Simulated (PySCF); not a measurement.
Species: C5H11ClO2Si.
Bonds: C1–O2, O2–C3, C3–Si4, Si4–C5, C5–Cl6, Si4–C7, C7–O8, O8–C9, Si4–C9. Hydrogens: H10, H11, H12 on C1; H13, H14 on C3; H15, H16 on C5; H17, H18 on C7; H19, H20 on C9.

Probes without a nucleus sit at each ring's centroid and 1 Å off its mean plane on both sides; NICS is minus the shielding there, NICSzz its component along the normal. Level: GIAO PBE0/pcSseg-1 (PySCF, non-relativistic, gas phase) on the GFN2-xTB geometry, one conformer.

Ring bond lengths (Å), with Mayer bond orders in brackets: Si4–C7 1.924 (0.94), C7–O8 1.434 (0.90), O8–C9 1.434 (0.90), C9–Si4 1.925 (0.94).

Task: What do the NICS probes read (ppm)?

Result: 
```csv
ring,type,NICS(0),"NICS(1), two faces","NICS(1)zz, two faces",rms pucker (Å),"centre to ring atoms, mean (Å)"
Si4–C7–O8–C9,4-membered ring with O and Si; formal bonds all single,1.1,0.8 / 0.8,5.0 / 5.3,0.01,1.18
```

Task: What do they say, and how far can they be read as aromaticity?

Result: 
- Si4–C7–O8–C9: mean NICS(1)zz 5.1 ppm, deshielded. Si4, C7, C9 have four or more neighbours, so the value isn't read as a sign of a π ring current.

Task: What is the mean of the two in-plane components of NICS at the second NICS(1) probe listed for ring Si4–C7–O8–C9, 1 Å off the ring?

Result: The isotropic value is a third of the trace: (3 × 0.8 − (5.3))/2 = -1.4 ppm.

The values belong to the conformer `[CH3:1][O:2][CH2:3][Si:4]1([CH2:5][Cl:6])[CH2:7][O:8][CH2:9]1`: C1–O2–C3–Si4 -179°, O2–C3–Si4–C5 49°, C3–Si4–C5–Cl6 64°.
